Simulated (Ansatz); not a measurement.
[CeCl6]3- (CeCl6³⁻), relaxed as a doublet with UKS PBE-D4/def2-SVP in Ansatz, starting from the GFN2-xTB geometry. Force threshold 0.03 eV/Å.

In the def2 sets Ce takes a core potential; there is no spin–orbit coupling. With an open 4f shell the SCF may have ended on a state above the lowest. A multiply charged anion in the gas phase is held together partly by the finite basis. Removing one electron lowers the energy by 2.50 eV at PBE0-D4/def2-TZVP, so it isn't bound. The highest occupied level of the charge -3 doublet lies above zero (up to 8.20 eV). By energy differences it is unbound by 2.67 eV (vertical, against the charge -2 singlet, at PBE-QIDH/def2-TZVP) and held by the finite basis.

Start:

```csv
atom,x (Å),y (Å),z (Å)
Ce1,0.000,0.002,0.000
Cl2,-0.675,2.414,-1.116
Cl3,0.662,-2.422,1.105
Cl4,2.664,0.574,-0.333
Cl5,-2.660,-0.572,0.339
Cl6,-0.055,-1.158,-2.483
Cl7,0.065,1.161,2.488
```

```tsv
step	energy (eV)	largest force component (eV/Å)	SCF passes
1	-88016.0606	0.577	115
2	-88016.1988	0.018	23
```

Force components are those of the run's own axes.

End:

```xyz
7

Ce   -0.0001   -0.0004   -0.0003
Cl   -0.6858    2.4896   -1.1474
Cl    0.6801   -2.4938    1.1436
Cl    2.7411    0.5981   -0.3435
Cl   -2.7403   -0.5955    0.3477
Cl   -0.0624   -1.1933   -2.5607
Cl    0.0675    1.1953    2.5605
```

By distances, no bond broke or formed. The bond that changes most is Ce1–Cl6, from 2.74 to 2.83 Å (atoms count from 1).

No frequencies were taken in this run, so the end may be a saddle point.

It took 19 s on 4 threads of Arm Neoverse V1 on a shared host.
